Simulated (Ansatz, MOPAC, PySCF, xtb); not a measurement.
Noncovalent pair: HF (SMILES F) (first 2 atoms) with C4H6 (SMILES C=CC=C); geometry from B3LYP-D3(BJ)/def2-TZVP, rigid monomers moved along the line of their centres of mass till H2···C3 is 3.71 Å.
(charge 0, multiplicity 1):
```xyz
12

F      0.5360     0.0197     0.2479
H      0.6546     0.2495     1.1478
C      0.7938     1.2602     4.7128
C      0.3464     0.0683     5.1264
C     -1.0461    -0.2336     5.4070
C     -1.4739    -1.4278     5.8166
H      0.1196     2.0971     4.5719
H      1.8447     1.4387     4.5296
H      1.0534    -0.7444     5.2687
H     -1.7568     0.5752     5.2661
H     -2.5193    -1.6181     6.0173
H     -0.7871    -2.2536     5.9608
```

| level | interaction energy (meV) | cost |
|---|---|---|
| GFN-FF | -25.9 | - |
| PM3 | -10.0 | - |
| GFN1-xTB | -10.5 | - |
| HF/6-31G* | -40.5 | - |
| HF/6-31G* (no counterpoise) | -49.2 | - |
| HF/aug-cc-pVDZ | -44.4 | - |
| PBE-D3(BJ)/def2-TZVPPD | -50.4 | ×1 |
| PBE-D4/def2-TZVPPD | -45.6 | ×1 |
| BP86/6-31G* (no counterpoise) | -37.3 | - |
| r2SCAN-D3(BJ)/def2-TZVPPD | -47.0 | ×2 |
| B3LYP/def2-TZVPPD | -35.9 | ×1 |
| MP2/aug-cc-pVDZ | -44.8 | - |
| CCSD/aug-cc-pVDZ | -42.5 | - |
| CCSD(T)/aug-cc-pVDZ | -43.1 | ×20 |

The rows run from -50.4 (PBE-D3(BJ)/def2-TZVPPD) to -10.0 meV (PM3). In aug-cc-pVDZ the value moves HF -44.4, MP2 -44.8, CCSD -42.5, CCSD(T) -43.1, a shift of 1.3 from HF to CCSD(T).

Counterpoise-corrected where a basis set is named; no monomer relaxation. Rows marked so take none.

Correlated levels freeze the cores. Rows in 6-31G* carry no dispersion term and start afresh at each structure (6-31G* with six Cartesian d functions). The state that PM3 reach isn't checked.

Codes used: Ansatz (a program for electronic structure) with Gaussian orbitals; MOPAC for PM3 (differences of heats of formation); PySCF for 6-31G* rows, the dispersion terms; xtb for the GFN methods. 

Costs are rough ratios of core time to PBE/def2-TZVPPD (about 7 s over the structures, on one shared machine); a dash marks a level with no comparable run of its own.
